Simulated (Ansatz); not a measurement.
[GdCl6]3- (GdCl₆³⁻). Charge -3, multiplicity 8. Geometry PBE-D4/def2-SVP, basis def2-TZVP, Ansatz.

```tsv
run	HOMO (eV)	LUMO (eV)
A	3.30	10.15
B	0.50	11.71
C	4.30	9.14
D	4.69	7.38
```

In the def2 sets Gd takes a core potential; there is no spin–orbit coupling. LC-ωPBE has ω = 0.4 bohr⁻¹. A multiply charged anion in the gas phase is held together partly by the finite basis.

HOMO and LUMO are taken over both spins.

The runs used LC-ωPBE, PBE, PBE0, r2SCAN. Estimate which is which.

A PBE0 (25 % exact exchange); B LC-ωPBE (range-separated); C r2SCAN (0 % exact exchange); D PBE (0 % exact exchange). Exact exchange lowers occupied and raises empty levels; among semilocal functionals meta-GGAs tend to open the gap a little, and such runs are hard to tell apart. The gap grows from 2.69 eV (PBE) to 11.22 eV (LC-ωPBE). At PBE0-D4/def2-TZVP, LC-ωPBE/def2-TZVP, r2SCAN-D4/def2-TZVP, PBE-D4/def2-TZVP the highest occupied level of the charge -3 octet lies above zero (up to 4.69 eV). The electron is either unbound and held by the finite basis, or the level is raised by self-interaction error.
